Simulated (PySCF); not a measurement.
Molfile (atoms numbered from 1):
```
C3H7ClOSi
     RDKit          3D

 13 13  0  0  0  0  0  0  0  0999 V2000
    2.3047    2.7187   -4.3894 Cl  0  0  0  0  0  0  0  0  0  0  0  0
    2.8906    2.0248   -2.5236 Si  0  0  0  0  0  4  0  0  0  0  0  0
    1.8583    0.8566   -1.9905 O   0  0  0  0  0  0  0  0  0  0  0  0
    0.5608    1.0052   -1.5086 C   0  0  0  0  0  0  0  0  0  0  0  0
   -0.2598    2.2267   -1.7896 C   0  0  0  0  0  0  0  0  0  0  0  0
   -0.5900    0.9133   -2.4521 C   0  0  0  0  0  0  0  0  0  0  0  0
    2.9171    3.2044   -1.6177 H   0  0  0  0  0  0  0  0  0  0  0  0
    4.2123    1.3744   -2.6715 H   0  0  0  0  0  0  0  0  0  0  0  0
    0.4487    0.5385   -0.5242 H   0  0  0  0  0  0  0  0  0  0  0  0
    0.1657    3.0057   -2.4290 H   0  0  0  0  0  0  0  0  0  0  0  0
   -0.9097    2.6045   -0.9960 H   0  0  0  0  0  0  0  0  0  0  0  0
   -1.4834    0.3657   -2.1412 H   0  0  0  0  0  0  0  0  0  0  0  0
   -0.3371    0.8235   -3.5119 H   0  0  0  0  0  0  0  0  0  0  0  0
  1  2  1  0
  2  3  1  0
  3  4  1  0
  4  5  1  0
  5  6  1  0
  6  4  1  0
  2  7  1  0
  2  8  1  0
  4  9  1  0
  5 10  1  0
  5 11  1  0
  6 12  1  0
  6 13  1  0
M  END
```

Geometry: PBE0-D3(BJ)/def2-SVP; GIAO shifts from PySCF 2.14, gas phase, non-relativistic, averaged over equivalent atoms.

At PBE0/pcSseg-0 (76 basis functions, 5.4 s wall time on 1 thread of an Arm Neoverse V2, shared host):
```csv
atoms,δ (ppm)
Cl1,2.5
Si2,-13.1
O3,44.5
C4,54.6
C5/C6,9.1
H7/H8,6.01
H9,3.50
H10/H13,1.09
H11/H12,0.90
```

References, each an isolated molecule treated in the same way: ³⁵Cl (σref 952.40) vs HCl; TMS for ²⁹Si (σref 348.52) and ¹³C (σref 193.52) and ¹H (σref 32.83); ¹⁷O (σref 337.86) vs H2O.

Question: Estimate the result of repeating the calculation with PBE0/6-311+G(2d,p).

Answer: 
```csv
atoms,"δ at PBE0/6-311+G(2d,p)",change
Cl1,73.6,+71.1
Si2,-18.8,-5.7
O3,65.1,+20.6
C4,51.7,-2.9
C5/C6,7.1,-2.0
H7/H8,5.60,-0.41
H9,3.56,+0.06
H10/H13,1.03,-0.06
H11/H12,0.45,-0.45
```

Shifts are taken against calculated references (same method and geometry level): ³⁵Cl (σref 948.03) vs HCl; ²⁹Si (σref 344.43) and ¹³C (σref 186.44) and ¹H (σref 31.51) vs TMS; ¹⁷O (σref 326.57) against H2O.

The largest change is at Cl1 (chlorine bonded to Si). Cost: 220 basis functions, 21 s wall time on 1 thread of an Arm Neoverse V2, shared host.

Experimental scales use liquid or dissolved standards, which lie at an offset from isolated H2O (liquid H2O: subtract about 36 ppm).
